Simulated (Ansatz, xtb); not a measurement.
## C5H3ClN2O: which of two isomers lies lower

Structure I: `O=Cc1nccnc1Cl`, a singlet. Structure II: `O=Cc1cncc(Cl)n1`, a singlet. Both are isolated molecules in the gas phase, relaxed with B3LYP-D3(BJ)/def2-SVP; the shapes shown needn't be the lowest conformers.

I (Å):

```xyz
12

C    -1.9139   -1.2722   -0.0053
C    -0.5094   -1.5992   -0.4177
C     1.0841   -1.2711   -2.0355
C     1.9782   -2.0746   -1.3177
C     0.4106   -2.4096    0.2936
Cl   -0.0050   -3.1548    1.8004
N    -0.1428   -1.0443   -1.5789
N     1.6324   -2.6356   -0.1605
O    -2.4742   -1.6477    0.9915
H    -2.4007   -0.6103   -0.7647
H     1.3707   -0.8112   -2.9866
H     2.9914   -2.2664   -1.6868
```

II (Å):

```xyz
12

C    -1.0827   -0.7509   -1.1531
C    -0.3076    0.3249   -0.4648
C     0.6058    0.0311    0.5556
C     1.0805    2.2470    0.7688
C     0.1579    2.5301   -0.2604
Cl   -0.0883    4.1836   -0.7465
N     1.2956    0.9984    1.1669
N    -0.5257    1.5854   -0.8679
O    -0.9792   -1.9226   -0.8850
H    -1.7713   -0.3644   -1.9443
H     0.7667   -1.0046    0.8671
H     1.6343    3.0554    1.2556
```

Quicker runs give these differences E(II) − E(I): GFN2-xTB −1.3 kcal/mol; HF/STO-3G −3.6 kcal/mol (at GFN2-xTB geometries); r2SCAN-D4/def2-SVP −3.1 kcal/mol (at GFN2-xTB geometries).

**Question.** Estimate E(II) − E(I) at the level CCSD(T)/def2-SVP + ΔMP2/def2-TZVPP.

**Answer.** Calculated at CCSD(T)/def2-SVP + ΔMP2/def2-TZVPP: E(II) − E(I) = −3.6 kcal/mol, so structure II lies lower.

The same difference at several levels:

```csv
level,geometry,E(II) − E(I) (kcal/mol),departure from the last row (kcal/mol),"job, with rough time for the two"
GFN2-xTB,GFN2-xTB,−1.3,+2.3,"optimisation, 0.14 s"
HF/STO-3G,GFN2-xTB,−3.6,0.0,"single point, 0.46 s"
r2SCAN-D4/def2-SVP,GFN2-xTB,−3.1,+0.5,"single point, 4 s"
B3LYP-D3(BJ)/def2-SVP,B3LYP-D3(BJ)/def2-SVP,−3.1,+0.5,"optimisation, 31 s"
HF/def2-SVP,B3LYP-D3(BJ)/def2-SVP,−4.9,−1.3,part of the CCSD(T) run
MP2/def2-SVP,B3LYP-D3(BJ)/def2-SVP,−3.3,+0.3,part of the CCSD(T) run
CCSD(T)/def2-SVP,B3LYP-D3(BJ)/def2-SVP,−3.5,+0.1,single point
CCSD(T)/def2-SVP + ΔMP2/def2-TZVPP,B3LYP-D3(BJ)/def2-SVP,−3.6,,"single point, 1.7 min"
```

As drawn, both hold the same kinds of bond in the same numbers.

None of the levels shown reverses the order. The largest departure from CCSD(T)/def2-SVP + ΔMP2/def2-TZVPP is that of GFN2-xTB, 2.3 kcal/mol. The last row adds to CCSD(T) the change of the MP2 difference between the two basis sets, here −0.1 kcal/mol.

With thermal terms from frequencies at re-optimised GFN2-xTB minima (ideal gas, soft modes damped towards free rotors, one conformer each, 298.15 K, 1 atm): on the last row, ΔE + ΔZPE = −3.6, ΔH = −3.6, ΔG = −3.8 kcal/mol.

The correlated steps freeze 13 core orbitals. Run with Ansatz 0.2.0, xtb 6.7.1; the last row on 4 threads of Arm Neoverse V1 on a shared host.
